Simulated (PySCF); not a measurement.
C4H7FO, SMILES [C@@H]1(CO)[C@@H](F)C1.

Coordinates come from a PBE0-D3(BJ)/def2-SVP optimisation. Other conformers were not sampled.

Method: TDA-PBE/def2-SVPD (PySCF).

Vertical excitations. Gas-phase values at a fixed geometry.

Estimate the UV-visible absorptions. (Estimate from the structure and the level; the computed values follow.)


```json
[
 {"state": "S1", "energy (eV)": "6.19", "λ (nm)": "200", "f": "0.005", "main pairs": "HOMO→LUMO 99 %"},
 {"state": "S2", "energy (eV)": "6.70", "λ (nm)": "185", "f": "0.007", "main pairs": "HOMO→LUMO+1 99 %"},
 {"state": "S3", "energy (eV)": "6.84", "λ (nm)": "181", "f": "0.026", "main pairs": "HOMO−1→LUMO 99 %"},
 {"state": "S4", "energy (eV)": "7.00", "λ (nm)": "177", "f": "0.005", "main pairs": "HOMO−2→LUMO 97 %"},
 {"state": "S5", "energy (eV)": "7.16", "λ (nm)": "173", "f": "0.037", "main pairs": "HOMO→LUMO+2 91 %"},
 {"state": "S6", "energy (eV)": "7.26", "λ (nm)": "171", "f": "0.013", "main pairs": "HOMO→LUMO+3 93 %"},
 {"state": "S7", "energy (eV)": "7.34", "λ (nm)": "169", "f": "0.009", "main pairs": "HOMO−1→LUMO+1 98 %"},
 {"state": "S8", "energy (eV)": "7.48", "λ (nm)": "166", "f": "0.006", "main pairs": "HOMO→LUMO+4 98 %"},
 {"state": "S9", "energy (eV)": "7.54", "λ (nm)": "164", "f": "0.017", "main pairs": "HOMO−2→LUMO+1 98 %"},
 {"state": "S10", "energy (eV)": "7.79", "λ (nm)": "159", "f": "0.006", "main pairs": "HOMO−1→LUMO+2 91 %"},
 {"state": "T1", "energy (eV)": "5.99", "λ (nm)": "207", "f": "0", "main pairs": "HOMO→LUMO 99 %"},
 {"state": "T2", "energy (eV)": "6.61", "λ (nm)": "188", "f": "0", "main pairs": "HOMO→LUMO+1 93 %"},
 {"state": "T3", "energy (eV)": "6.68", "λ (nm)": "186", "f": "0", "main pairs": "HOMO−1→LUMO 93 %"},
 {"state": "T4", "energy (eV)": "6.88", "λ (nm)": "180", "f": "0", "main pairs": "HOMO−2→LUMO 88 %"}
]
```
Triplets are in the Tamm–Dancoff approximation.
